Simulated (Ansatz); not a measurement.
C$_{2}$H$_{8}$Se$_{2}$Si (`C[SiH2][Se][Se]C`), relaxed with RKS PBE-D4/def2-SVP in Ansatz 0.2.0 from a rough embedded geometry. The force threshold is 0.03 eV/Å; the program also tests the step.

The species carries charge 0 and has multiplicity 1.

Start:

```xyz
13

C     1.183    1.595   -1.289
Si    1.376    0.174   -0.178
Se    0.139   -1.542   -0.960
Se   -1.920   -0.530   -0.382
C    -1.926   -1.331    1.366
H     1.759    2.495   -0.919
H     1.453    1.365   -2.324
H     0.057    1.928   -1.284
H     0.933    0.504    1.143
H     2.793   -0.216   -0.186
H    -1.963   -2.425    1.194
H    -1.035   -1.075    1.911
H    -2.848   -0.943    1.907
```

(1) By how much does the energy fall, and how many steps does the optimiser take? (An estimate is asked.)

(2) Which bonds change most? (Estimate.)

(3) Give the relaxed structure. (An estimate is asked.)

Answers

(1) Ansatz gave: 0.34 eV, in 7 steps.

(2) Computed: Si2–H9 from 1.432 to 1.507 Å; C1–Si2 from 1.815 to 1.884 Å; C1–H8 from 1.174 to 1.109 Å; Si2–Se3 from 2.255 to 2.315 Å.

(3) Ansatz gave: 
```xyz
13

C     1.126    1.690   -1.265
Si    1.474    0.139   -0.254
Se    0.245   -1.671   -1.008
Se   -1.856   -0.709   -0.475
C    -2.016   -1.310    1.391
H     1.674    2.559   -0.847
H     1.438    1.545   -2.319
H     0.039    1.913   -1.242
H     1.155    0.360    1.202
H     2.915   -0.288   -0.379
H    -2.026   -2.415    1.436
H    -1.187   -0.902    1.998
H    -2.982   -0.910    1.762
```
